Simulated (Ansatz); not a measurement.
C$_{3}$H$_{8}$O$_{2}$, triplet, at the geometry of the source list (a higher spin typed on purpose: for a closed-shell molecule this is an excited state); R2SCAN/cc-pVDZ run with Ansatz (a first-principles code).

Ansatz was given this input:
Ansatz 0.2 input:
```yaml
crystal:
  periodic: [false, false, false]
  atoms:
    - {symbol: C, position_ang: [1.49740000, 0.21070000, 0.26420000]}
    - {symbol: C, position_ang: [0.09340000, 0.38200000, -0.30340000]}
    - {symbol: O, position_ang: [-0.62200000, 1.41610000, 0.34790000]}
    - {symbol: C, position_ang: [-0.71930000, -0.91880000, -0.22110000]}
    - {symbol: O, position_ang: [-2.00020000, -0.74760000, -0.76880000]}
    - {symbol: H, position_ang: [2.03680000, 1.15230000, 0.20750000]}
    - {symbol: H, position_ang: [1.44840000, -0.10470000, 1.30570000]}
    - {symbol: H, position_ang: [2.04010000, -0.54110000, -0.30040000]}
    - {symbol: H, position_ang: [0.14120000, 0.70250000, -1.34960000]}
    - {symbol: H, position_ang: [-0.59560000, 1.25210000, 1.29830000]}
    - {symbol: H, position_ang: [-0.23270000, -1.71600000, -0.78560000]}
    - {symbol: H, position_ang: [-0.79530000, -1.23070000, 0.83530000]}
    - {symbol: H, position_ang: [-2.29210000, 0.14330000, -0.52990000]}
basis:
  gaussian:
    orbitals: cc-pVDZ
hamiltonian:
  xc: r2scan
magnetization: {spin_polarized: true, initial_magnetization: 2}
```

Output, abridged:

```
Functional definition: r2SCAN
1274 factors; their error is unknown
mean field evaluation 1: about -7315.1664 eV, gradient 4.3e1 eV
mean field evaluation 2: about -7299.8991 eV, gradient 7.0e1 eV
mean field evaluation 4: about -7323.5792 eV, gradient 1.6e1 eV
mean field evaluation 8: about -7324.7845 eV, gradient 2.2e0 eV
mean field evaluation 16: about -7324.7541 eV, gradient 2.7e-2 eV
mean field evaluation 32: about -7322.7931 eV, gradient 9.3e0 eV
mean field -7324.75405544 eV, -269.1797466406 hartree, gradient 3.7e-5 eV, S^2 2.004066; 6 other end points of the search recorded, 0 dependent functions left out
reference -7324.75406767 eV, -269.1797470903 hartree; 22, 20 occupied and 88, 90 virtual orbitals, 1274 factors
Total energy: -7324.75406767 eV, -269.1797470903 hartree
```
